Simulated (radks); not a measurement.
The numbers below are computed, except where a source is named.
How relativity changes the ionisation of the sulfur ion S+ ([Ne] 3s2 3p3) to S2+ ([Ne] 3s2 3p2). Spin-unpolarised spherical Kohn-Sham, BLYP, point nucleus unless stated (finite: rms radius 3.2611 fm), a radial shooting solver on a logarithmic mesh with Libxc functionals. A level marked "c x" has the speed of light scaled by that factor and shares open shells by 2j + 1; other Dirac levels either fill j = l - 1/2 first or share by 2j + 1.

| level | E(S+) (hartree) | E(S2+) (hartree) | IE (eV) | HOMO | <r> HOMO (bohr) |
|---|---|---|---|---|---|
| non-rel. | -397.67133 | -396.85737 | 22.149 | 3p | 1.900 |
| scalar-rel. | -398.80421 | -397.99069 | 22.137 | 3p | 1.900 |
| scalar-rel., finite nucleus | -398.80383 | -397.99031 | 22.137 | 3p | 1.900 |
| Dirac, 2j+1 shares | -398.80517 | -397.99164 | 22.137 | 3p3/2 | 1.902 |
| Dirac, low j first | -398.80887 | -397.99740 | 22.081 | 3p3/2 | 1.903 |
| Dirac, 2j+1 shares, finite nucleus | -398.80479 | -397.99127 | 22.137 | 3p3/2 | 1.902 |
| Dirac, c x 0.75 | -399.69769 | -398.88451 | 22.128 | 3p3/2 | 1.904 |
| Dirac, c x 1.25 | -398.39523 | -397.58155 | 22.141 | 3p3/2 | 1.902 |
| Dirac, c x 5 | -397.71639 | -396.90245 | 22.149 | 3p3/2 | 1.900 |

NIST Atomic Spectra Database: 23.338 eV (measured). The relativistic part of the total energy of S+ is -1.133 hartree (Dirac, 2j+1 shares, finite nucleus), 0.29 % of the non-relativistic value. Spin polarisation and multiplet splitting of open shells are left out at every level.

Beside tabulated values, note that spin-unpolarised runs miss the spin-polarisation part of the exchange energy of open shells.
